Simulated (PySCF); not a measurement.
# Magnetic susceptibility: `O=C[C@H]1C=CC=CCC1`, C$_{8}$H$_{10}$O

Geometry:
```
atom   x (Å)   y (Å)   z (Å)
  O1   3.413  -0.434  -0.192
  C2   2.386  -0.975   0.104
  C3   1.040  -0.312   0.254
  C4   1.058   1.091  -0.266
  C5  -0.010   1.878  -0.373
  C6  -1.371   1.588   0.033
  C7  -1.953   0.424   0.327
  C8  -1.420  -0.971   0.266
  C9  -0.066  -1.151  -0.408
 H10   2.358  -2.064   0.315
 H11   0.849  -0.296   1.337
 H12   2.028   1.447  -0.586
 H13   0.135   2.878  -0.762
 H14  -1.992   2.472   0.110
 H15  -2.990   0.456   0.642
 H16  -2.154  -1.581  -0.271
 H17  -1.381  -1.368   1.288
 H18  -0.140  -0.864  -1.458
 H19   0.202  -2.210  -0.366
```

Theory: PySCF 2.14.0, GIAO HCTH407/STO-3G magnetisability, non-relativistic, IEF-PCM chloroform. Geometry: GFN2-xTB.

(1) What are the magnetisability and the molar susceptibility?

(2) Split it along the inertial axes a, b, c into diamagnetic and paramagnetic parts about the centre of mass, with the quadrupole moment.

## Answers

(1) Isotropic -1136 × 10⁻³⁰ J/T², or -68.4 × 10⁻⁶ cm³/mol; principal values -1533, -1028, -847 × 10⁻³⁰ J/T², anisotropy 615 × 10⁻³⁰ J/T² (root of half the summed squared differences of the principal values). The susceptibility is in cgs units.

(2) 
| axis | χ (10⁻⁶ cm³/mol) | diamagnetic (10⁻⁶ cm³/mol) | paramagnetic (10⁻⁶ cm³/mol) | summed x² of all electrons (Å²) | quadrupole Θ (D Å) |
| --- | --- | --- | --- | --- | --- |
| a | -57.9 | -498.9 | 441.1 | 231.2 | -5.95 |
| b | -56.2 | -1065.3 | 1009.2 | 97.7 | +4.96 |
| c | -91.2 | -1395.2 | 1304.0 | 19.9 | +0.98 |

Anisotropies 2χaa − χbb − χcc = +31.6 and 2χbb − χaa − χcc = +36.7 × 10⁻⁶ cm³/mol. Θ is traceless in Buckingham's convention.
